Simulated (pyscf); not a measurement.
**H₂N–InH₂, singlet**

Gas-phase minimum from PySCF at ωB97X-D3(BJ)/def2-SVP, one conformer. 

```
In
N 1 2.0132
H 2 1.0137 1 124.54
H 2 1.0137 3 111.00 1 -179.60
H 1 1.7181 2 115.86 3 0.23
H 1 1.7181 5 128.27 2 -179.96
```

Properties at ωB97X-D3(BJ)/def2-SVP:

- Harmonic wavenumbers, unscaled = 230, 367, 465, 547, 581, 651, 699, 1527, 1848, 1860, 3623, 3728 cm⁻¹
- Zero-point energy = 23.1 kcal/mol
- Rotational symmetry number = 2
- Entropy of this conformer at 298 K and 1 atm, rigid rotor and harmonic oscillator, modes under 100 cm⁻¹ raised to 100 = 277.8 J/(mol K)
- Dipole moment = 0.65 D

Single-point totals, which compare only within one level (frozen core for MP2 and CC):

```
level                   total energy (hartree)
----------------------  ----------------------
ωB97X-D3(BJ)/def2-TZVP              -247.39224
PBE/def2-TZVP                       -247.22439
r²SCAN/def2-TZVP                    -247.33416
B3LYP-D3(BJ)/def2-TZVP              -247.37627
PBE0-D3(BJ)/def2-TZVP               -247.23057
M06-2X/def2-TZVP                    -247.19413
ωB97M-D3(BJ)/def2-TZVP              -247.33953
HF/def2-TZVPP                       -245.99344
MP2/def2-TZVPP                      -246.51349
CCSD/def2-TZVPP                     -246.52609
CCSD(T)/def2-TZVPP                  -246.54315
```

The CCSD(T) − MP2 part came from Ansatz, without density fitting, on the same reference. The frozen core leaves the outer d or s,p core shells of the metals and heavy elements correlated in the MP2 and CC values, and def2-TZVPP describes them poorly, so these totals are far from the basis limit. Elements past Kr carry the def2 core potentials, without spin-orbit coupling.
